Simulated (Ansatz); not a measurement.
Strength of the O–Ge bond: C2H8GeO3 → CH5GeO2 + CH3O

Species: C2H8GeO3 `C[O][GeH]([OH])[O]C`, singlet; CH5GeO2 `C[O][GeH][OH]`, doublet; CH3O `C[O]`, doublet. 

Shapes, held fixed at every level: PBE0-D4/def2-TZVP. Flexible molecules stand in one conformer, not always the lowest. Programs: Ansatz 0.2.0. Electronic energies: no zero-point or thermal term.

```
               level                    kind  ΔE (kJ/mol)  less CCSD(T)/def2-TZVPP
      MP2/def2-TZVPP     perturbation theory       +458.7                    +36.5
   PBE-D4/def2-TZVPP                     GGA       +376.5                    -45.7
r2SCAN-D4/def2-TZVPP                meta-GGA       +379.7                    -42.5
 B3LYP-D4/def2-TZVPP           global hybrid       +379.6                    -42.6
  wB97M-V/def2-TZVPP  range-separated hybrid       +405.1                    -17.1
  wB97X-V/def2-TZVPP  range-separated hybrid       +409.5                    -12.7
     CCSD/def2-TZVPP   coupled cluster or CI       +413.4                     -8.8
  CCSD(T)/def2-TZVPP   coupled cluster or CI       +422.2                      0.0
```

The highest level, CCSD(T)/def2-TZVPP, gives ΔE = +422.2 kJ/mol; the levels span +376.5 to +458.7. The column of differences is taken from that level and isn't an error. No measured value is set beside it here. Open shells run unrestricted. Relativity is left out for Ge. Outer-core shells of Ge are correlated, in sets that cover them unevenly.
